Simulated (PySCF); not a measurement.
**Correlation energy of Ti⁺ (titanium, charge +1)**

[Ar] 3d2 4s1, high-spin 4F determinant. Computed with PySCF 2.14 in pcseg-2 (6s4p3d2f1g, 56 functions), with no relativity, point nucleus. Frozen: [Ar]; 3 electrons correlated.

MP2 pair energies summed by pair of shells (mhartree):

```json
{"pair": "3d-4s", "energy": "-5.63", "share (%)": "56.2"}
{"pair": "3d-3d", "energy": "-4.39", "share (%)": "43.8"}
```

Total MP2 correlation energy: -10.02 mhartree.

Same-spin part -10.02 and opposite-spin part 0.00 mhartree; SCS-MP2 scales them by 1/3 and 6/5 to -3.34 mhartree.
